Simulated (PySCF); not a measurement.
# Magnetic susceptibility: `C1(=CCC)CC=CC1`, C$_{8}$H$_{12}$

Molfile (atoms numbered from 1):
```
C8H12
     RDKit          3D

 20 20  0  0  0  0  0  0  0  0999 V2000
    2.9663    0.3597   -0.1979 C   0  0  0  0  0  0  0  0  0  0  0  0
    1.8875   -0.7192   -0.0951 C   0  0  0  0  0  0  0  0  0  0  0  0
    0.6734   -0.3417   -0.8871 C   0  0  0  0  0  0  0  0  0  0  0  0
   -0.5330   -0.1049   -0.3951 C   0  0  0  0  0  0  0  0  0  0  0  0
   -1.7395    0.2779   -1.2212 C   0  0  0  0  0  0  0  0  0  0  0  0
   -2.8269    0.4272   -0.2025 C   0  0  0  0  0  0  0  0  0  0  0  0
   -2.3981    0.1840    1.0236 C   0  0  0  0  0  0  0  0  0  0  0  0
   -0.9440   -0.1749    1.0564 C   0  0  0  0  0  0  0  0  0  0  0  0
    3.8532    0.0679    0.3605 H   0  0  0  0  0  0  0  0  0  0  0  0
    3.2484    0.5189   -1.2365 H   0  0  0  0  0  0  0  0  0  0  0  0
    2.5968    1.3004    0.2046 H   0  0  0  0  0  0  0  0  0  0  0  0
    1.6256   -0.8731    0.9521 H   0  0  0  0  0  0  0  0  0  0  0  0
    2.2886   -1.6599   -0.4851 H   0  0  0  0  0  0  0  0  0  0  0  0
    0.8364   -0.2456   -1.9537 H   0  0  0  0  0  0  0  0  0  0  0  0
   -1.9842   -0.4941   -1.9573 H   0  0  0  0  0  0  0  0  0  0  0  0
   -1.5751    1.2080   -1.7737 H   0  0  0  0  0  0  0  0  0  0  0  0
   -3.8287    0.7023   -0.4849 H   0  0  0  0  0  0  0  0  0  0  0  0
   -2.9860    0.2252    1.9246 H   0  0  0  0  0  0  0  0  0  0  0  0
   -0.3744    0.5266    1.6733 H   0  0  0  0  0  0  0  0  0  0  0  0
   -0.7915   -1.1743    1.4750 H   0  0  0  0  0  0  0  0  0  0  0  0
  1  2  1  0
  2  3  1  0
  3  4  2  3
  4  5  1  0
  5  6  1  0
  6  7  2  0
  7  8  1  0
  8  4  1  0
  1  9  1  0
  1 10  1  0
  1 11  1  0
  2 12  1  0
  2 13  1  0
  3 14  1  0
  5 15  1  0
  5 16  1  0
  6 17  1  0
  7 18  1  0
  8 19  1  0
  8 20  1  0
M  END
```

Computed with GIAO HCTH407/cc-pVDZ magnetisability, rotational g tensor and spin-rotation constants, non-relativistic, gas phase in PySCF. Geometry: GFN2-xTB.

Question: How diamagnetic is it, and how anisotropic?

Answer: Isotropic -1205 × 10⁻³⁰ J/T², or -72.5 × 10⁻⁶ cm³/mol; principal values -1416, -1137, -1060 × 10⁻³⁰ J/T², anisotropy 325 × 10⁻³⁰ J/T² (root of half the summed squared differences of the principal values). The susceptibility is in cgs units.

Question: Split it along the inertial axes a, b, c into diamagnetic and paramagnetic parts about the centre of mass, with the quadrupole moment.

Answer: 
| axis | χ (10⁻⁶ cm³/mol) | diamagnetic (10⁻⁶ cm³/mol) | paramagnetic (10⁻⁶ cm³/mol) | summed x² of all electrons (Å²) | quadrupole Θ (D Å) |
| --- | --- | --- | --- | --- | --- |
| a | -69.1 | -356.1 | 287.0 | 265.3 | +0.49 |
| b | -63.9 | -1231.4 | 1167.5 | 59.0 | +2.54 |
| c | -84.6 | -1376.1 | 1291.6 | 24.9 | -3.03 |

Anisotropies 2χaa − χbb − χcc = +10.2 and 2χbb − χaa − χcc = +25.9 × 10⁻⁶ cm³/mol. Θ is traceless in Buckingham's convention.

Question: And the rotational g tensor?

Answer: 
| axis | rotational constant (GHz) | g | nuclear part | electronic part |
| --- | --- | --- | --- | --- |
| a | 5.3019 | -0.0447 | 0.6701 | -0.7148 |
| b | 1.1080 | -0.0127 | 0.5950 | -0.6077 |
| c | 0.9864 | -0.0002 | 0.5983 | -0.5985 |

Asymmetric top; isotopes 12C, 1H; no vibrational averaging.
